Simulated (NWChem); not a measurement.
System: C$_{3}$H$_{4}$ClF; SMILES C/C=C(\F)Cl

NWChem input:

```
start job
memory heap 200 mb stack 900 mb global 1100 mb
geometry units angstroms noautoz
  C     -0.335025     2.382772     0.000000
  C     -0.736345     0.935716     0.000000
  C      0.132128    -0.070009     0.000000
  F      1.459198     0.103562     0.000000
  Cl    -0.292649    -1.758601     0.000000
  H     -0.735180     2.898221    -0.882390
  H      0.751535     2.496354     0.000000
  H     -0.735180     2.898221     0.882390
  H     -1.791492     0.683490     0.000000
end
basis spherical
  * library 6-31+g*
end
dft
  xc xpbe96 cpbe96
  iterations 150
  mulliken
end
task dft energy
```

NWChem printed, in part:

```
             Northwest Computational Chemistry Package (NWChem) 7.3.0
             --------------------------------------------------------

 CS  symmetry detected

                             Geometry "geometry" -> ""
                             -------------------------

 Output coordinates in angstroms (scale by  1.889725989 to convert to a.u.)

  No.       Tag          Charge          X              Y              Z
 ---- ---------------- ---------- -------------- -------------- --------------
    1 C                    6.0000    -0.33093381     2.39373027     0.00000000
    2 C                    6.0000    -0.73487756     0.94740449     0.00000000
    3 C                    6.0000     0.13177001    -0.05989393     0.00000000
    4 F                    9.0000     1.45915262     0.11126998     0.00000000
    5 Cl                  17.0000    -0.29606876    -1.74771277     0.00000000
    6 H                    1.0000    -0.73015332     2.90990415    -0.88239000
    7 H                    1.0000     0.75583040     2.50534148     0.00000000
    8 H                    1.0000    -0.73015332     2.90990415     0.88239000
    9 H                    1.0000    -1.79048027     0.69709255     0.00000000

 Effective nuclear repulsion energy (a.u.)     212.0639765498

      Symmetry information
      --------------------

 Group name             Cs
 Group number              2
 Group order               2
 No. of unique centers     8

  pbe96 is a nonlocal functional; adding pw91lda local functional.

                                 NWChem DFT Module
                                 -----------------

 Summary of "ao basis" -> "ao basis" (spherical)
 ------------------------------------------------------------------------------
       Tag                 Description            Shells   Functions and Types
 ---------------- ------------------------------  ------  ---------------------
 C                          6-31+g*                  8       18   4s3p1d
 F                          6-31+g*                  8       18   4s3p1d
 Cl                         6-31+g*                 10       22   5s4p1d
 H                          6-31+g*                  2        2   2s

      Symmetry analysis of basis
      --------------------------

        a'         74
        a"         28

            General Information
            -------------------
          SCF calculation type: DFT
          Wavefunction type:  closed shell.
          No. of atoms     :     9
          No. of electrons :    48
           Alpha electrons :    24
            Beta electrons :    24
          Charge           :     0
          Spin multiplicity:     1
          Use of symmetry is: on ; symmetry adaption is: on
          Maximum number of iterations: 150
          AO basis - number of functions:   102
                     number of shells:    50
          Convergence on energy requested:  1.00D-06
          Convergence on density requested:  1.00D-05
          Convergence on gradient requested:  5.00D-04

              XC Information
              --------------
          PerdewBurkeErnzerhof Exchange Functional  1.000
            Perdew 1991 LDA Correlation Functional  1.000 local
           PerdewBurkeErnz. Correlation Functional  1.000 non-local

             Grid Information
             ----------------
          Grid used for XC integration:  medium
          Radial quadrature: Mura-Knowles
          Angular quadrature: Lebedev.
          Tag              B.-S. Rad. Rad. Pts. Rad. Cut. Ang. Pts.
          ---              ---------- --------- --------- ---------
          C                   0.70       49          14.0       434
          F                   0.50       49          11.0       434
          Cl                  1.00       88          14.0       590
          H                   0.35       45          13.0       434
          Grid pruning is: on
          Number of quadrature shells:   419
          Spatial weights used:  Erf1

      Superposition of Atomic Density Guess
      -------------------------------------

 Sum of atomic energies:        -673.81290493

      Non-variational initial energy
      ------------------------------

 Total energy =    -676.114408
 1-e energy   =   -1348.900787
 2-e energy   =     460.722402
 HOMO         =      -0.253695
 LUMO         =       0.051500

      Symmetry analysis of molecular orbitals - initial
      -------------------------------------------------

  Numbering of irreducible representations:

     1 a'          2 a"

  Orbital symmetries:

     1 a'          2 a'          3 a'          4 a'          5 a'
     6 a'          7 a'          8 a'          9 a"         10 a'
    11 a'         12 a'         13 a'         14 a'         15 a'
    16 a"         17 a'         18 a'         19 a"         20 a'
    21 a"         22 a'         23 a'         24 a"         25 a'
    26 a'         27 a"         28 a'         29 a'         30 a"
    31 a'         32 a'         33 a'         34 a"

     ---------------------------------------------
      Total Density - Mulliken Population Analysis
     ---------------------------------------------

    Atom       Charge   Shell Charges
 -----------   ------   -------------------------------------------------------
    1 C    6     7.09   2.00  0.72  2.05  0.70  1.21  0.32  0.06  0.03
    2 C    6     6.25   2.00  0.73  2.04  0.55  1.06 -0.23  0.06  0.03
    3 C    6     5.37   2.00  0.66  1.41  0.43  0.66  0.03  0.10  0.08
    4 F    9     9.40   2.00  0.95  3.38  1.02  2.02 -0.03  0.06  0.01
    5 Cl  17    17.00   2.00  2.00  5.98  1.37  3.62  0.57  1.56 -0.13  0.02  0.02
    6 H    1     0.72   0.47  0.26
    7 H    1     0.72   0.47  0.25
    8 H    1     0.72   0.47  0.26
    9 H    1     0.72   0.46  0.26

   convergence    iter        energy       DeltaE   RMS-Dens  Diis-err
 ---------------- ----- ----------------- --------- --------- ---------
 d= 0,ls=0.0,diis     1   -676.1802870780 -8.88D+02  2.19D-02  1.00D+00
 d= 0,ls=0.0,diis     2   -675.9272829292  2.53D-01  1.54D-02  3.35D+00
 d= 0,ls=0.0,diis     3   -676.2790711559 -3.52D-01  6.35D-03  7.97D-02
 d= 0,ls=0.0,diis     4   -676.2784252554  6.46D-04  3.46D-03  8.78D-02
 d= 0,ls=0.0,diis     5   -676.2901572279 -1.17D-02  3.91D-04  1.65D-03
  Resetting Diis
 d= 0,ls=0.0,diis     6   -676.2902705534 -1.13D-04  2.71D-04  1.89D-04
 d= 0,ls=0.0,diis     7   -676.2902941752 -2.36D-05  1.31D-04  1.16D-05
 d= 0,ls=0.0,diis     8   -676.2902912075  2.97D-06  7.79D-05  3.92D-05
 d= 0,ls=0.0,diis     9   -676.2902955935 -4.39D-06  1.05D-05  8.08D-07
 d= 0,ls=0.0,diis    10   -676.2902956669 -7.34D-08  4.54D-06  1.31D-07

         Total DFT energy =     -676.290295666918
      One electron energy =    -1351.676042124758
           Coulomb energy =      519.306305177053
    Exchange-Corr. energy =      -55.984535268974
 Nuclear repulsion energy =      212.063976549761

 Numeric. integr. density =       48.000011537800

                  Occupations of the irreducible representations
                  ----------------------------------------------

                     irrep           alpha         beta
                     --------     --------     --------
                     a'               19.0         19.0
                     a"                5.0          5.0

                       DFT Final Molecular Orbital Analysis
                       ------------------------------------

 Vector   22  Occ=2.000000D+00  E=-3.165388D-01  Symmetry=a"
              MO Center= -3.1D-02, -1.2D+00, -2.4D-16, r^2= 2.3D+00
   Bfn.  Coefficient  Atom+Function         Bfn.  Coefficient  Atom+Function
  ----- ------------  ---------------      ----- ------------  ---------------
    81      0.632178  5 Cl pz                85      0.300612  5 Cl pz
    59     -0.274713  4 F  pz                77     -0.246891  5 Cl pz
    63     -0.181086  4 F  pz                41      0.164235  3 C  pz
    45      0.110144  3 C  pz                23      0.078663  2 C  pz
     5     -0.061771  1 C  pz                67     -0.058915  4 F  pz

 Vector   23  Occ=2.000000D+00  E=-2.940983D-01  Symmetry=a'
              MO Center= -2.4D-01, -1.5D+00,  1.5D-15, r^2= 1.9D+00
   Bfn.  Coefficient  Atom+Function         Bfn.  Coefficient  Atom+Function
  ----- ------------  ---------------      ----- ------------  ---------------
    79      0.697997  5 Cl px                83      0.328638  5 Cl px
    75     -0.271035  5 Cl px                80     -0.175410  5 Cl py
    46      0.167615  3 C  s                 58      0.149317  4 F  py
    24      0.133063  2 C  s                 43      0.104227  3 C  px
    62      0.100915  4 F  py                22     -0.099167  2 C  py

 Vector   24  Occ=2.000000D+00  E=-2.221626D-01  Symmetry=a"
              MO Center= -2.7D-01,  2.4D-01,  3.5D-16, r^2= 3.0D+00
   Bfn.  Coefficient  Atom+Function         Bfn.  Coefficient  Atom+Function
  ----- ------------  ---------------      ----- ------------  ---------------
    23      0.387381  2 C  pz                81     -0.353695  5 Cl pz
    41      0.341542  3 C  pz                27      0.265342  2 C  pz
    59     -0.214007  4 F  pz                45      0.203077  3 C  pz
    85     -0.196460  5 Cl pz                63     -0.146974  4 F  pz
    77      0.134866  5 Cl pz                96      0.113226  6 H  s

[...]
```

Level: PBE/6-31+G* (spherical d). All runs use the structure optimised with B3LYP/6-31G* (spherical d).
